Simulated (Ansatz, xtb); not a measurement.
**C4H11AlO: where a starting geometry ends**

The starting geometry of this gas-phase singlet was built from a drawn formula by distance geometry and a force field; its bonds are those of `C[CH2][AlH][CH2]OC`.

```yaml
atoms:
  - { symbol: C, position_ang: [1.8104, 1.7736, -1.3934] }
  - { symbol: C, position_ang: [0.3665, 2.1474, -1.2266] }
  - { symbol: C, position_ang: [-0.4291, -0.4712, 0.8553] }
  - { symbol: C, position_ang: [1.2054, -1.7505, 1.9403] }
  - { symbol: Al, position_ang: [-0.7725, 0.6090, -0.7806] }
  - { symbol: O, position_ang: [0.9212, -0.9936, 0.7656] }
  - { symbol: H, position_ang: [2.2409, 1.3127, -0.4427] }
  - { symbol: H, position_ang: [2.4598, 2.6599, -1.6315] }
  - { symbol: H, position_ang: [1.9877, 1.0118, -2.1917] }
  - { symbol: H, position_ang: [0.2858, 2.9219, -0.4214] }
  - { symbol: H, position_ang: [0.0072, 2.6168, -2.1664] }
  - { symbol: H, position_ang: [-1.9506, 0.1397, -1.7692] }
  - { symbol: H, position_ang: [-1.1273, -1.3038, 0.8736] }
  - { symbol: H, position_ang: [-0.5097, 0.2041, 1.7043] }
  - { symbol: H, position_ang: [1.1286, -1.1178, 2.8511] }
  - { symbol: H, position_ang: [0.4701, -2.5922, 2.0339] }
  - { symbol: H, position_ang: [2.2150, -2.1592, 1.8546] }
```

Q: Predict what it relaxes into with r2SCAN-D4/def2-SVP.

A: A new bond forms, giving a structure given below by its coordinates. Contacts that close: Al5–O6 (2.80 → 1.96 Å).

The energy falls by 0.53 eV over 26 steps:

| step | E − E(last) (eV) |
| --- | --- |
| 1 | 0.535 |
| 4 | 0.329 |
| 7 | 0.319 |
| 9 | 0.309 |
| 12 | 0.256 |
| 15 | 0.052 |
| 18 | 0.015 |
| 20 | 0.008 |
| 23 | 0.001 |
| 26 | 0.000 |

Final geometry (Å):

```xyz
17

C     1.7868    1.8499   -0.5320
C     0.5259    1.6311   -1.3777
C    -0.7156   -0.0463    1.2771
C     1.1971   -1.6396    0.9695
Al   -0.7970    0.3653   -0.6507
O     0.0340   -1.0291    0.4411
H     1.5432    2.1899    0.4893
H     2.4666    2.6052   -0.9646
H     2.3751    0.9219   -0.4269
H     0.0123    2.6005   -1.5372
H     0.8065    1.3068   -2.3987
H    -1.9672   -0.2410   -1.5434
H    -1.4542   -0.5856    1.8900
H     0.0032    0.4931    1.9177
H     1.9233   -0.8776    1.3029
H     0.9230   -2.2821    1.8228
H     1.6465   -2.2538    0.1759
```

From the same start GFN2-xTB reaches the same bonding as this run.

No frequencies were run, so the end isn't proven a minimum. Run with Ansatz 0.2.0, 5.6 min on 2 threads of Intel(R) Xeon(R) Processor @ 2.50GHz (Skylake/Cascade Lake), on a shared host.
